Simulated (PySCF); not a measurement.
Compound: C7H6F2S.
Numbering: `[F:1][CH:2]([F:3])[c:4]1[cH:5][cH:6][cH:7][cH:8][c:9]1[SH:10]` (hydrogens: H11 on C2; H12 on C5; H13 on C6; H14 on C7; H15 on C8; H16 on S10)

Cartesian coordinates in Å at the PBE0-D3(BJ)/def2-SVP level; atoms count from 1:
```
atom  x, y, z in Å
F1    -2.0257   -2.0372    0.9474
C2    -1.9208   -0.8768    0.2713
F3    -2.4047   -1.0984   -0.9851
C4    -0.4978   -0.4009    0.2147
C5     0.5334   -1.2158    0.6824
C6     1.8508   -0.7660    0.6847
C7     2.1419    0.5119    0.2126
C8     1.1250    1.3269   -0.2771
C9    -0.1994    0.8787   -0.2858
S10   -1.4443    2.0070   -0.8585
H11   -2.5790   -0.1288    0.7483
H12    0.2849   -2.2070    1.0649
H13    2.6480   -1.4121    1.0583
H14    3.1716    0.8769    0.2117
H15    1.3532    2.3188   -0.6734
H16   -2.1860    1.1024   -1.5321
```

Computed with PySCF at CAM-B3LYP/def2-SVPD, non-relativistic, on one gas-phase PBE0-D3(BJ)/def2-SVP geometry that isn't relaxed in the solvent. The solvent is an IEF-PCM continuum (cavity from Bondi-type radii × 1.2), and excitations are vertical TDDFT with non-equilibrium linear response and a frozen core. Specific hydrogen bonds and non-electrostatic terms are outside this model.

Gas-phase singlets (H = HOMO, L = LUMO):

```json
{"state": "S1", "E (eV)": "4.998", "λ (nm)": "248", "f": "0.046", "leading configuration": "H→L 71%"}
{"state": "S2", "E (eV)": "5.392", "λ (nm)": "230", "f": "0.088", "leading configuration": "H→L+1 59%"}
{"state": "S3", "E (eV)": "5.930", "λ (nm)": "209", "f": "0.015", "leading configuration": "H→L+2 44%"}
{"state": "S4", "E (eV)": "6.283", "λ (nm)": "197", "f": "0.114", "leading configuration": "H→L+3 25%"}
{"state": "S5", "E (eV)": "6.362", "λ (nm)": "195", "f": "0.160", "leading configuration": "H-1→L 49%"}
```

Question: How does the list change in chloroform (ε = 4.711)?

Answer: 
| state | E (eV) | λ (nm) | f | leading configuration | change by rank (eV) |
| --- | --- | --- | --- | --- | --- |
| S1 | 5.000 | 248 | 0.076 | H→L 74% | +0.002 |
| S2 | 5.386 | 230 | 0.127 | H→L+1 63% | -0.006 |
| S3 | 5.939 | 209 | 0.024 | H→L+3 47% | +0.009 |
| S4 | 6.251 | 198 | 0.343 | H-1→L 46% | -0.032 |
| S5 | 6.322 | 196 | 0.115 | H→L+2 45% | -0.040 |

Question: What are the lowest 5 singlets in acetone (ε = 20.49)?

Answer: 
```
state  E (eV)  λ (nm)      f  leading configuration  change by rank (eV)
   S1   5.013     247  0.069                H→L 73%               +0.015
   S2   5.401     230  0.122              H→L+1 62%               +0.009
   S3   5.955     208  0.021              H→L+3 47%               +0.025
   S4   6.272     198  0.326              H-1→L 44%               -0.011
   S5   6.338     196  0.112              H→L+2 43%               -0.024
```

Question: How do the frontier levels move from gas to acetone?

Answer: 
```json
{"orbital": "LUMO+2", "gas (eV)": "1.14", "solvent (eV)": "1.25", "change (eV)": "+0.11"}
{"orbital": "LUMO+1", "gas (eV)": "0.27", "solvent (eV)": "0.43", "change (eV)": "+0.16"}
{"orbital": "LUMO", "gas (eV)": "-0.07", "solvent (eV)": "0.08", "change (eV)": "+0.15"}
{"orbital": "HOMO", "gas (eV)": "-8.15", "solvent (eV)": "-8.05", "change (eV)": "+0.10"}
{"orbital": "HOMO-1", "gas (eV)": "-9.11", "solvent (eV)": "-8.96", "change (eV)": "+0.15"}
{"orbital": "HOMO-2", "gas (eV)": "-9.89", "solvent (eV)": "-9.78", "change (eV)": "+0.11"}
{"orbital": "HOMO-3", "gas (eV)": "-11.23", "solvent (eV)": "-11.10", "change (eV)": "+0.13"}
```

The HOMO–LUMO gap goes from 8.08 to 8.13 eV.
